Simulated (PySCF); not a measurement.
In(Cl)(OH)(OMe) (CH4ClInO2), SMILES C[O][In]([OH])[Cl].

Geometry: B3LYP-D3(BJ)/def2-SVP. The def2 effective core potentials stand for the cores of In; spin–orbit coupling is left out. Other conformers were not sampled.

Computed with TDA-PBE/def2-SVPD (PySCF 2.14.0).

Vertical excitations.  State labels are in the subgroup Cs.

Computed lowest excited states:
```json
[
 {"state": "S1", "symmetry": "A\"", "energy (eV)": "3.24", "λ (nm)": "383", "f": "0.001", "main pairs": "HOMO→LUMO 100 %"},
 {"state": "S2", "symmetry": "A'", "energy (eV)": "4.11", "λ (nm)": "302", "f": "0.068", "main pairs": "HOMO−1→LUMO 82 %, HOMO→LUMO+1 15 %"},
 {"state": "S3", "symmetry": "A\"", "energy (eV)": "4.18", "λ (nm)": "296", "f": "0.004", "main pairs": "HOMO−2→LUMO 99 %"},
 {"state": "S4", "symmetry": "A'", "energy (eV)": "4.46", "λ (nm)": "278", "f": "0.008", "main pairs": "HOMO−3→LUMO 95 %"},
 {"state": "S5", "symmetry": "A\"", "energy (eV)": "4.70", "λ (nm)": "264", "f": "0.027", "main pairs": "HOMO−4→LUMO 99 %"},
 {"state": "S6", "symmetry": "A\"", "energy (eV)": "5.27", "λ (nm)": "235", "f": "0.003", "main pairs": "HOMO−1→LUMO+1 99 %"},
 {"state": "S7", "symmetry": "A'", "energy (eV)": "5.28", "λ (nm)": "235", "f": "0.096", "main pairs": "HOMO→LUMO+1 66 %, HOMO−1→LUMO 10 %"},
 {"state": "S8", "symmetry": "A'", "energy (eV)": "5.37", "λ (nm)": "231", "f": "0.122", "main pairs": "HOMO−5→LUMO 54 %, HOMO−2→LUMO+1 25 %, HOMO→LUMO+1 13 %"},
 {"state": "S9", "symmetry": "A\"", "energy (eV)": "5.94", "λ (nm)": "209", "f": "0.001", "main pairs": "HOMO−3→LUMO+1 100 %"},
 {"state": "S10", "symmetry": "A\"", "energy (eV)": "6.22", "λ (nm)": "199", "f": "0.007", "main pairs": "HOMO→LUMO+2 99 %"},
 {"state": "T1", "symmetry": "A\"", "energy (eV)": "2.94", "λ (nm)": "422", "f": "0", "main pairs": "HOMO→LUMO 100 %"},
 {"state": "T2", "symmetry": "A'", "energy (eV)": "3.32", "λ (nm)": "374", "f": "0", "main pairs": "HOMO−1→LUMO 99 %"},
 {"state": "T3", "symmetry": "A\"", "energy (eV)": "3.82", "λ (nm)": "324", "f": "0", "main pairs": "HOMO−2→LUMO 99 %"},
 {"state": "T4", "symmetry": "A'", "energy (eV)": "4.11", "λ (nm)": "302", "f": "0", "main pairs": "HOMO−3→LUMO 97 %"}
]
```
Triplets are in the Tamm–Dancoff approximation.
